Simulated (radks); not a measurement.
All-electron atom: the arsenic ion As24+ in [He] 2s2 2p5 (the NIST ground configuration). Calculated with a radial shooting solver on a logarithmic mesh with Libxc functionals: scalar-relativistic Kohn-Sham, PBE, spin-unpolarised, spherical densities, finite nucleus; Fermi nuclear charge, rms radius 4.0968 fm.

Normalised radial functions P(r) = r R(r), r in bohr:

r	1s	2s	2p
0.002982	1.0882	0.3545	0.0107
0.003642	1.2929	0.4207	0.0155
0.004413	1.5186	0.4935	0.0221
0.005348	1.7742	0.5755	0.0314
0.006479	2.0593	0.6662	0.0446
0.007851	2.3715	0.7644	0.0632
0.009513	2.7052	0.8672	0.0892
0.01153	3.0503	0.9701	0.1254
0.01397	3.3919	1.0659	0.1753
0.01706	3.7209	1.1473	0.2466
0.02067	3.9825	1.1934	0.3388
0.02504	4.1579	1.1905	0.4604
0.03035	4.2128	1.1181	0.6169
0.03677	4.1165	0.9550	0.8127
0.04455	3.8502	0.6831	1.0492
0.05398	3.4160	0.2931	1.3216
0.06541	2.8439	-0.2076	1.6166
0.07989	2.1650	-0.8124	1.9206
0.0968	1.5155	-1.4092	2.1705
0.1173	0.9482	-1.9327	2.3318
0.1421	0.5181	-2.2841	2.3575
0.1722	0.2404	-2.3828	2.2165
0.2086	0.0916	-2.2007	1.9105
0.2528	0.0275	-1.7852	1.4837
0.3063	0.0062	-1.2523	1.0167
0.3741	0.0009	-0.7240	0.5840
0.4533	0.0001	-0.3492	0.2844
0.5493	0.0000	-0.1327	0.1106
0.6656	0.0000	-0.0378	0.0328

1s: eigenvalue -12947.6 eV, 0 radial nodes, <r> = 0.0454 bohr, 90 % of the charge inside 0.0812 bohr. 2s: eigenvalue -2600.2 eV, 1 radial node at r = 0.0607 bohr, <r> = 0.197 bohr, 90 % of the charge inside 0.302 bohr. 2p: eigenvalue -2437.8 eV, 0 radial nodes, <r> = 0.171 bohr, 90 % of the charge inside 0.277 bohr.
